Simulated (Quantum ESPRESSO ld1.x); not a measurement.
All-electron atom: V I in [Ar] 3d4 7p1 (not the ground configuration).

Calculated with ld1.x of Quantum ESPRESSO 7.5: non-relativistic Kohn-Sham, LDA (Slater exchange, Perdew-Zunger correlation), spin-unpolarised, spherical densities, point nucleus.

Energy parts (eV):
| part | energy |
|---|---|
| total | -25617.65 |
| kinetic | 25582.66 |
| electron-nucleus | -60742.67 |
| Hartree | 10710.03 |
| exchange-correlation | -1167.67 |

Orbitals (lengths in bohr, moments of r in powers of bohr; r(max) is where P^2 peaks; r(90%) holds 90 % of the orbital's charge):
orbital,occ.,eigenvalue (eV),<r^2>,r(max),r(90%)
1s,2,-5314.30,0.006053,0.04419,0.120
2s,2,-594.760,0.1149,0.2586,0.484
2p,6,-502.865,0.09345,0.2090,0.452
3s,2,-70.6240,1.078,0.8285,1.45
3p,6,-45.8560,1.265,0.8503,1.60
3d,4,-8.2650,3.221,0.9113,2.77
7p,1,-0.4270,1249,36.94,45.1

The highest occupied level is 7p at -0.427 eV. The density falls to 0.001 e/bohr^3 at r = 3.68 bohr.
